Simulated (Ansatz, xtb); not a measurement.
# C3H10S2Si: 4 structures ranked

4 gas-phase structures of C3H10S2Si, from a drawn sample of its isomers (lower ones may exist). Each was relaxed with GFN2-xTB; where two conformers were screened, the lower at r2SCAN-D4/def2-SVP is listed:

A. `C[C@H](CS)[SiH2]S`, a singlet
B. `CCSCS[SiH3]`, a singlet
C. `CCS[SiH2]SC`, a singlet
D. `CC[Si@H](S)SC`, a singlet

**Question.** Make a reasoned guess at their ranking by r2SCAN-D4/def2-SVP single-point energy.

**Answer.** Calculated order at r2SCAN-D4/def2-SVP: D (0.0), C (10.5), A (25.0), B (36.8) kcal/mol.

Energies above the lowest of each column, in kcal/mol; the last columns are at B3LYP-D3(BJ)/def2-SVP geometries and were run for some of them only (a dash: not run or not comparable):

| structure | GFN2-xTB | HF/STO-3G | r2SCAN-D4/def2-SVP | B3LYP-D3(BJ)/def2-SVP | CCSD(T)/def2-SVP + ΔMP2/def2-TZVPP |
| --- | --- | --- | --- | --- | --- |
| D | 3.4 | 0.0 | 0.0 | 0.0 | 0.0 |
| C | 0.0 | 6.9 | 10.5 | 9.8 | 10.8 |
| A | 13.7 | 27.0 | 25.0 | 23.8 | 24.8 |
| B | 14.6 | 25.3 | 36.8 | – | – |

CCSD(T)/def2-SVP + ΔMP2/def2-TZVPP puts D lowest of those it was run on; GFN2-xTB picks C. Some further structures that were screened fall inside this span and aren't listed. Flexible structures stand in one conformer each, not always the lowest. Frequencies (GFN2-xTB) were run for A, C, D alone. The ΔMP2 step shifts differences by up to 3.6 kcal/mol, which makes them less sure. ΔMP2 is the change of the MP2 energy from the smaller to the larger basis.

Over these structures GFN2-xTB departs from r2SCAN-D4/def2-SVP by 6.8 kcal/mol on average once a common shift is removed. A GFN2-xTB relaxation took about 0.19 s and the r2SCAN-D4/def2-SVP energy about 2.4 s on a shared host (Ansatz 0.2.0, xtb 6.7.1).
